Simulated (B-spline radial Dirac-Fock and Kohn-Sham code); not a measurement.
Elastic and transport cross sections of tantalum for electrons

Level of theory: relativistic (Dirac) partial waves in the static field of the Dirac-Fock atom with Furness-McCarthy exchange, without polarisation or absorption potentials; an atomic code on a B-spline grid. σ_tr1 and σ_tr2 weight the cross section with 1 − P₁ and 1 − P₂ of cos θ; "backward" is the share scattered beyond 90°.

| energy (eV) | σ (a₀²) | σ_tr1 (a₀²) | σ_tr2 (a₀²) | σ/σ_tr1 | backward (%) |
| --- | --- | --- | --- | --- | --- |
| 14600 | 2.44 | 0.0846 | 0.149 | 28.8 | 0.93 |
| 20000 | 2.02 | 0.0529 | 0.0989 | 38.1 | 0.64 |
| 20500 | 1.99 | 0.0510 | 0.0957 | 39.0 | 0.62 |
| 24600 | 1.78 | 0.0387 | 0.0749 | 45.9 | 0.50 |
| 30000 | 1.57 | 0.0286 | 0.0570 | 54.8 | 0.39 |
| 30700 | 1.55 | 0.0277 | 0.0552 | 56.0 | 0.38 |
| 31000 | 1.54 | 0.0272 | 0.0545 | 56.5 | 0.37 |
| 42100 | 1.27 | 0.0170 | 0.0355 | 74.5 | 0.25 |
| 47400 | ? | ? | ? | ? | ? |
| 50000 | 1.14 | 0.0131 | 0.0278 | 87.2 | 0.20 |
| 60000 | 1.02 | 0.00985 | 0.0214 | 103 | 0.16 |
| 60500 | 1.01 | 0.00973 | 0.0211 | 104 | 0.16 |
| 63000 | 0.985 | 0.00914 | 0.0199 | 108 | 0.15 |
| 100000 | 0.741 | 0.00446 | 0.0102 | 166 | 0.083 |
| 117000 | 0.675 | 0.00350 | 0.00808 | 193 | 0.067 |
| 153000 | 0.580 | 0.00231 | 0.00545 | 251 | 0.047 |
| 200000 | 0.504 | 0.00153 | 0.00368 | 329 | 0.032 |
| 300000 | 0.418 | 0.000827 | 0.00204 | 505 | 0.018 |

Task: Fill in the row for 47.4 keV.

Result: σ = 1.18 a₀², σ_tr1 = 0.0142 a₀², σ_tr2 = 0.0300 a₀², σ/σ_tr1 = 83.0, backward 0.22 %. The ratio σ/σ_tr1 is roughly the number of elastic collisions that randomise the direction.

Values without a named source are computed, but for edge energies of neutral atoms, which are taken from tables.
